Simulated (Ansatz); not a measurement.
Ansatz (a quantum-chemistry and plane-wave program) input:

Ansatz 0.2 input:
```yaml
crystal:
  periodic: [false, false, false]
  atoms:
    - {symbol: C, position_ang: [2.99070287, 0.44918301, -0.04544697]}
    - {symbol: C, position_ang: [1.78581832, 0.45464715, -0.59844515]}
    - {symbol: C, position_ang: [0.72073489, -0.57125278, -0.33499246]}
    - {symbol: N, position_ang: [-0.50715313, 0.02595399, 0.17917494]}
    - {symbol: C, position_ang: [-0.38888164, 0.57173799, 1.52194387]}
    - {symbol: Si, position_ang: [-2.04441567, -0.41951894, -0.45525248]}
    - {symbol: H, position_ang: [3.72772305, 1.20837208, -0.27399783]}
    - {symbol: H, position_ang: [3.28536009, -0.32411226, 0.65568196]}
    - {symbol: H, position_ang: [1.50506389, 1.24685614, -1.28691285]}
    - {symbol: H, position_ang: [0.48658107, -1.08482763, -1.27246456]}
    - {symbol: H, position_ang: [1.11096698, -1.33287904, 0.35578551]}
    - {symbol: H, position_ang: [0.41148395, 1.31442323, 1.56985858]}
    - {symbol: H, position_ang: [-0.16852922, -0.20438354, 2.26863828]}
    - {symbol: H, position_ang: [-1.31883972, 1.06309466, 1.81029178]}
    - {symbol: H, position_ang: [-2.59797266, -1.70018992, 0.07395920]}
    - {symbol: H, position_ang: [-3.01386725, 0.64882298, -0.11716589]}
    - {symbol: H, position_ang: [-1.90632532, -0.56948163, -1.92271962]}
basis:
  gaussian:
    orbitals: def2-TZVPD
hamiltonian:
  xc: {name: B97M-V}
output: {forces: true}
```

Question: Predict the final energy.

Answer: -503.27102 Eh (B97M-V/def2-TZVPD). The basis has 327 functions.
